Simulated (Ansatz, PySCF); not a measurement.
C₄H₇FO. Atoms are numbered in the order given.

```xyz
13

C      1.7110    -0.5027     0.1712
C      0.3481     0.1226     0.0700
F      0.4506     1.4354     0.5083
C     -0.4941     0.0412    -1.2121
C     -1.5604    -0.5592    -0.2858
O     -0.6348    -0.5547     0.8240
H      2.0272    -0.4893     1.2249
H      2.4384     0.0664    -0.4260
H      1.6824    -1.5443    -0.1777
H     -0.7146     1.0209    -1.6571
H     -0.0990    -0.6443    -1.9750
H     -1.8983    -1.5814    -0.5245
H     -2.4396     0.0791    -0.0901
```
Charge 0, spin multiplicity 1.

Geometry optimised at r2SCAN-D4/def2-SVP. The structure was generated by enumeration; whether it is a known compound was not checked.

Vertical ionisation energy (IE) and electron affinity (EA) in eV. Rows of orbital energies are one-electron estimates. Where ΔSCF, EOM or ADC give a negative EA the extra electron is unbound and the value depends on the basis.

```csv
level,IE,EA
"−ε(HOMO), −ε(LUMO), B3LYP/def2-TZVP (PySCF)",7.83,-0.88
"−ε(HOMO), −ε(LUMO), PBE/def2-TZVP (PySCF)",6.44,-0.42
"ΔSCF, CAM-B3LYP/def2-SVPD (Ansatz), final states of multiplicity 2 and 2",10.58,-1.88
"ΔSCF, PBE/def2-SVPD (Ansatz), final states of multiplicity 2 and 2",10.05,-1.59
```

**Question.** What vertical singlet–triplet gap does ΔSCF give with CAM-B3LYP/def2-SVPD (Ansatz, a first-principles code) and with PBE/def2-SVPD (Ansatz)? (Estimate from the structure and the level; the computed values follow.)

**Answer.** 7.77 and 7.07 eV (triplet above singlet where positive).
